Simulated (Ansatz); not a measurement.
Isolated molecules relaxed with PBE0-D4/def2-TZVP in Ansatz; ΔE leaves out vibrations. CBS: MP2 limit from def2 TZ/QZ plus the TZ coupled-cluster correction, frozen cores. This one scheme is used for every species. DFT in def2-TZVPP. B3LYP here is the variant with VWN-RPA as its local correlation; programs differ in this. Each species was taken in one conformer, which may not be the lowest.

Consider the formal exchange of groups at the Al–O bond: `[OH][AlH2]` + `F[SiH2]BC[SiH3]` → `[AlH2][SiH2]BC[SiH3]` + `OF`.

```
             level  ΔE (kJ/mol)  difference from CCSD(T)/CBS
            PBE-D4        607.0                        -69.6
         r2SCAN-D4        651.3                        -25.3
           PBE0-D4        635.3                        -41.3
          B3LYP-D4        656.0                        -20.6
           ωB97X-V        656.9                        -19.7
           ωB97M-V        667.6                         -9.0
            B2PLYP        677.9                          1.3
               PBE        610.7                        -65.9
            r2SCAN        652.5                        -24.1
              PBE0        638.9                        -37.7
             B3LYP        661.9                        -14.7
     HF/def2-TZVPP        722.7                         46.1
    MP2/def2-TZVPP        702.9                         26.3
SCS-MP2/def2-TZVPP        693.3                         16.7
   CCSD/def2-TZVPP        676.3                         -0.3
CCSD(T)/def2-TZVPP        664.4                        -12.2
     HF/def2-QZVPP        728.7                         52.1
    MP2/def2-QZVPP        712.0                         35.4
SCS-MP2/def2-QZVPP        702.7                         26.1
      HF/CBS(def2)        729.5                         52.9
     MP2/CBS(def2)        715.1                         38.5
    CCSD/CBS(def2)        688.5                         11.9
       CCSD(T)/CBS        676.6                            0
```

Largest T1 diagnostic among the species: 0.014.

From PBE to PBE0 (25 % exact exchange), in def2-TZVPP and without D4, ΔE moves by +28.2 kJ/mol. In def2-TZVPP, CCSD(T) changes the Hartree–Fock value by −58.3 kJ/mol (the triples alone add −11.9 kJ/mol) and MP2 by −19.8 kJ/mol.
